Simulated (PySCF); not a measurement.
# KGe at UHF-MP2

Computed with UHF-MP2; basis K pcseg-1, Ge pcseg-1; no relativity; PySCF 2.14.

- state: ⁴Σ⁻ (quartet), unpaired electrons σ ↑, π ↑↑
- bond length: 3.125 Å
- harmonic wavenumber: 161 cm⁻¹
- force constant: 0.388 mdyn/Å
- rotational constant Be: 0.06768 cm⁻¹
- anharmonicity ωexe: 0.443 cm⁻¹
- vibration–rotation constant αe: 0.000327 cm⁻¹
- well depth De to K + Ge: 1.47 eV
- dissociation energy D0: 1.46 eV

Correlated steps freeze 14 core orbitals. Correlated levels converge slowly with the basis: in double zeta they bind strong bonds too weakly, by up to about 1 eV, and carry superposition errors of some tenths. Spin–orbit coupling is left out. The state is the lowest determinant that a PBE0 search found; another state may lie lower at other levels.
